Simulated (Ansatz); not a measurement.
A run on `CC#[N+][BH-](C)C` with other settings.

```yaml
crystal:
  periodic: [false, false, false]
  atoms:
    - {symbol: C, position_ang: [-0.419391, -1.654745, 2.588119]}
    - {symbol: C, position_ang: [-0.087353, -0.817315, 1.460931]}
    - {symbol: N, position_ang: [0.182764, -0.151085, 0.573052]}
    - {symbol: B, position_ang: [0.535099, 0.756656, -0.661335]}
    - {symbol: C, position_ang: [0.827888, -0.242497, -1.896917]}
    - {symbol: C, position_ang: [-0.720142, 1.751835, -0.872582]}
    - {symbol: H, position_ang: [-1.419077, -1.409134, 2.950287]}
    - {symbol: H, position_ang: [-0.396099, -2.704091, 2.289463]}
    - {symbol: H, position_ang: [0.300957, -1.496184, 3.392506]}
    - {symbol: H, position_ang: [1.537932, 1.337936, -0.277497]}
    - {symbol: H, position_ang: [1.640657, -0.950502, -1.704226]}
    - {symbol: H, position_ang: [-0.056469, -0.820496, -2.191162]}
    - {symbol: H, position_ang: [1.123895, 0.349769, -2.768375]}
    - {symbol: H, position_ang: [-0.494876, 2.435331, -1.697160]}
    - {symbol: H, position_ang: [-1.639996, 1.219599, -1.143400]}
    - {symbol: H, position_ang: [-0.938789, 2.372523, 0.002593]}
basis:
  gaussian: {orbitals: def2-TZVPD}
hamiltonian: {xc: {name: PBE0-DH}}
scf: {lower_state_search: light}
```

```sh
$ ansatz run in.yaml --threads 4 --pin off --events-out ev --progress --plain --max-ram 11315MiB
```

Shortened log:

```
Functional definition: PBE0-DH
  name "PBE0-DH"
  cite "Brémond & Adamo, J. Chem. Phys. 135, 024106 (2011) doi:10.1063/1.3604569"
  cite "Perdew, Burke & Ernzerhof, Phys. Rev. Lett. 77, 3865 (1996) doi:10.1103/PhysRevLett.77.3865"
  parameter a = 1/2
  parameter c = 1/8
  exchange = (1 - a)*pbe_x + a*exact_x
  correlation = (1 - c)*pbe_c + c*(mp2_os + mp2_ss)
2154 factors; integrals over basis functions are off by at most 7.8e-4 eV
mean field evaluation 1: about -6457.6156 eV, gradient 6.6e1 eV
mean field evaluation 2: about -6457.6451 eV, gradient 6.6e1 eV
mean field evaluation 4: about -6467.0303 eV, gradient 1.8e1 eV
mean field evaluation 8: about -6467.7089 eV, gradient 1.1e0 eV
mean field evaluation 16: about -6467.7122 eV, gradient 1.2e-4 eV
mean field -6467.71216057 eV, -237.6840379282 hartree, gradient 6.7e-6 eV, S^2 0.000000; 0 other end points of the search recorded, 0 dependent functions left out
6 core orbitals not correlated: weight in the atoms' cores, before any rotation towards them, 1.000 or more for the frozen orbitals, at most 0.000 for the correlated occupied ones
reference -6467.71219123 eV, -237.6840390550 hartree; 17, 17 occupied and 289, 289 virtual orbitals, 2154 factors
second order -33.01667981 eV of doubles, -0.00000000 eV of singles
Total energy: -6471.83927621 eV, -237.8357066304 hartree
```

Run time 10 s (4 threads of an Arm Neoverse V2 on a shared host); peak host memory 1.3 GiB.
